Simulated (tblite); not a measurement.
Species: C7H6NO (doublet state).
SMILES with atom numbers: `[H]/[N:1]=[CH:2]\[c:3]1[cH:4][cH:5][c:6]([O:7])[cH:8][cH:9]1` (hydrogens: H10 on N1; H11 on C2; H12 on C4; H13 on C5; H14 on C8; H15 on C9)

Computed geometry: GFN2-xTB, gas phase. This method treats the open shell by occupation alone, without spin polarisation.

(1) Give the optimised bond lengths and angles.

## Answers

(1) 
```json
{"bond": "N1=C2", "length (pm)": "126.4"}
{"bond": "C2–C3", "length (pm)": "145.5"}
{"bond": "C3–C4, C3–C9", "length (pm)": "141.2"}
{"bond": "C4–C5, C8–C9", "length (pm)": "135.9"}
{"bond": "C5–C6, C6–C8", "length (pm)": "145.6"}
{"bond": "C6–O7", "length (pm)": "123.2"}
{"bond": "N1–H10", "length (pm)": "101.9"}
{"bond": "C2–H11", "length (pm)": "108.8"}
{"bond": "C4–H12, C9–H15", "length (pm)": "108.2"}
{"bond": "C5–H13, C8–H14", "length (pm)": "108.0"}
```

Bonds in one row agree within 1 pm and their mean is given. A selection of angles:
```json
{"angle": "N1–C2–C3", "degrees": "129.3"}
{"angle": "C2–C3–C4", "degrees": "122.1"}
{"angle": "C2–C3–C9", "degrees": "119.1"}
{"angle": "C4–C3–C9", "degrees": "118.8"}
{"angle": "C3–C4–C5", "degrees": "121.3"}
{"angle": "C4–C5–C6", "degrees": "121.5"}
{"angle": "C5–C6–O7", "degrees": "122.2"}
{"angle": "C5–C6–C8", "degrees": "115.6"}
{"angle": "H10–N1–C2", "degrees": "115.8"}
```

Dihedral angles: N1–C2–C3–C4 0° (synperiplanar); H10–N1–C2–C3 0° (synperiplanar).

The 9 heavy atoms lie in one plane (0.001 Å rms). C6 (carbon bonded to 2 C and O) is planar (angles 122.2°, 122.2° and 115.6°, sum 360.0°, 0.00 Å off the plane of its three neighbours). Of the pairs four or more bonds apart, H10···H12 is among the closest relative to their van der Waals radii: 2.07 Å, 86 % of the sum of Bondi's values. The 6-membered ring C3–C4–C5–C6–C8–C9 has internal angles of 115.6° to 121.5° (sum 720°, against 720° for a flat polygon); it is planar, 0.00 Å rms from its mean plane, widest ring torsion 0°. C4 (carbon bonded to 2 C and H) is planar (angles 121.3°, 119.6° and 119.1°, sum 360.0°, 0.00 Å off the plane of its three neighbours). C5 (carbon bonded to 2 C and H) is planar (angles 121.6°, 121.5° and 116.8°, sum 360.0°, 0.00 Å off the plane of its three neighbours). N1 (nitrogen bonded to C and H) is bent (angle 115.8°).

Point group: Cs (tolerance 0.08 Å). Its GFN2-xTB frequencies are all real (lowest 43 cm⁻¹).

Time: 0.11 s. Hardware: an Arm Neoverse V2 with one thread, no GPU, shared host. That covers the optimisation of the geometry.

One conformer stands for the species.
